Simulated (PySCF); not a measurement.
**Ge+: ionisation energy**

Ge+ [Ar] 3d10 4s2 4p1 (2P) → Ge(2+) [Ar] 3d10 4s2 (1S), as a difference of total energies. Calculation: PySCF 2.14, in x2c-TZVPPall with one added diffuse shell each of s, p, d type (7s6p5d1f, 57 functions); the spin-free X2C one-electron Hamiltonian (Gaussian nucleus). Correlated levels: valence and next inner shell: [Ne] frozen. The calculations carry no spin-orbit coupling.

Order these methods by the ionisation energy they give, lowest first.
A. SCS-MP2 (valence and next inner shell)
B. UHF
C. MP2 (valence and next inner shell)
D. CCSD(T) (valence and next inner shell)

B (15.200 eV), A (15.523 eV), C (15.579 eV), D (15.635 eV).

Errors of the correlated levels include the incompleteness of this basis and the frozen core.

For comparison: 15.789 eV (measured; NIST levels, between the centres of gravity of the two terms).
